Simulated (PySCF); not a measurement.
**Mayer bond orders and bond lengths**

Compound: C₄H₁₃FSi₄.
Numbering: `[CH2:1]=[CH:2][CH2:3][Si@@H:4]1[SiH2:5][Si@@H:6]([F:7])[Si@H:8]1[CH3:9]` (hydrogens: H10, H11 on C1; H12 on C2; H13, H14 on C3; H15 on Si4; H16, H17 on Si5; H18 on Si6; H19 on Si8; H20, H21, H22 on C9)

Cartesian coordinates in Å at the GFN2-xTB level; atoms count from 1:
```
atom  x, y, z in Å
C1    -2.730    0.434   -1.103
C2    -2.479    0.063    0.141
C3    -1.923   -1.251    0.537
Si4   -0.032   -1.076    0.863
Si5    0.453    0.867    2.139
Si6    1.308    1.882    0.194
F7     2.892    2.229    0.390
Si8    1.051   -0.123   -1.032
C9     2.732   -0.948   -1.399
H10   -3.105    1.414   -1.345
H11   -2.587   -0.241   -1.931
H12   -2.639    0.762    0.953
H13   -2.415   -1.608    1.441
H14   -2.094   -1.985   -0.249
H15    0.344   -2.411    1.378
H16    1.407    0.681    3.242
H17   -0.671    1.547    2.800
H18    0.863    3.196   -0.272
H19    0.363   -0.071   -2.337
H20    3.352   -0.953   -0.508
H21    2.623   -1.977   -1.731
H22    3.277   -0.411   -2.170
```

Bond orders from the PBE0/pcSseg-1 density (PySCF). Geometry: GFN2-xTB, one conformer, isolated molecule.

Task: Where do the orders between heavy atoms depart from those drawn in the SMILES?

Result: The largest departure is 0.158, at Si6–Si8 (drawn single, 0.842) and Si5–Si6 (drawn single, 0.844). Drawn single, order below 0.88: C3–Si4 (0.863), Si4–Si5 (0.870), Si5–Si6 (0.844), Si6–F7 (0.875), Si6–Si8 (0.842) and Si8–Si4 (0.864).

Task: Give the Mayer order of every bond, beside its length.

Result: 
```json
{"bond": "C1–C2", "drawn as": "double", "length (Å)": "1.323", "Mayer order": "1.951"}
{"bond": "C2–C3", "drawn as": "single", "length (Å)": "1.480", "Mayer order": "1.045"}
{"bond": "C3–Si4", "drawn as": "single", "length (Å)": "1.927", "Mayer order": "0.863"}
{"bond": "Si4–Si5", "drawn as": "single", "length (Å)": "2.374", "Mayer order": "0.870"}
{"bond": "Si5–Si6", "drawn as": "single", "length (Å)": "2.354", "Mayer order": "0.844"}
{"bond": "Si6–F7", "drawn as": "single", "length (Å)": "1.634", "Mayer order": "0.875"}
{"bond": "Si6–Si8", "drawn as": "single", "length (Å)": "2.364", "Mayer order": "0.842"}
{"bond": "Si8–C9", "drawn as": "single", "length (Å)": "1.908", "Mayer order": "0.948"}
{"bond": "Si8–Si4", "drawn as": "single", "length (Å)": "2.382", "Mayer order": "0.864"}
{"bond": "C1–H10", "drawn as": "single", "length (Å)": "1.076", "Mayer order": "0.956"}
{"bond": "C1–H11", "drawn as": "single", "length (Å)": "1.078", "Mayer order": "0.955"}
{"bond": "C2–H12", "drawn as": "single", "length (Å)": "1.083", "Mayer order": "0.949"}
{"bond": "C3–H13", "drawn as": "single", "length (Å)": "1.089", "Mayer order": "0.936"}
{"bond": "C3–H14", "drawn as": "single", "length (Å)": "1.090", "Mayer order": "0.946"}
{"bond": "Si4–H15", "drawn as": "single", "length (Å)": "1.480", "Mayer order": "0.951"}
{"bond": "Si5–H16", "drawn as": "single", "length (Å)": "1.470", "Mayer order": "0.941"}
{"bond": "Si5–H17", "drawn as": "single", "length (Å)": "1.471", "Mayer order": "0.925"}
{"bond": "Si6–H18", "drawn as": "single", "length (Å)": "1.463", "Mayer order": "0.901"}
{"bond": "Si8–H19", "drawn as": "single", "length (Å)": "1.476", "Mayer order": "0.935"}
{"bond": "C9–H20", "drawn as": "single", "length (Å)": "1.086", "Mayer order": "0.955"}
{"bond": "C9–H21", "drawn as": "single", "length (Å)": "1.086", "Mayer order": "0.958"}
{"bond": "C9–H22", "drawn as": "single", "length (Å)": "1.086", "Mayer order": "0.956"}
```

By pair of heavy elements: C–C: lowest C2–C3 (1.045, 1.480 Å), highest C1–C2 (1.951, 1.323 Å). C–Si: lowest C3–Si4 (0.863, 1.927 Å), highest Si8–C9 (0.948, 1.908 Å). Si–Si: lowest Si6–Si8 and Si5–Si6 (0.842, 2.364 Å), highest Si4–Si5 (0.870, 2.374 Å); in 4 of the 6 pairs the longer bond (by over 0.003 Å) has the higher order (by 0.02 or more). Bonds named together lie within 0.004.

Task: Sum the orders of all bonds at each heavy atom with more than one neighbour and set the sums beside the valence in the SMILES.

Result: C1 3.862 (drawn 4), C2 3.945 (drawn 4), C3 3.790 (drawn 4), Si4 3.548 (drawn 4), Si5 3.580 (drawn 4), Si6 3.462 (drawn 4), Si8 3.589 (drawn 4), C9 3.817 (drawn 4). Orders between atoms that aren't bonded are not in these sums.

For a closed shell the Mayer order of atoms A and B is Σ (PS)μν (PS)νμ over the basis functions μ on A and ν on B, with P the density and S the overlap matrix.
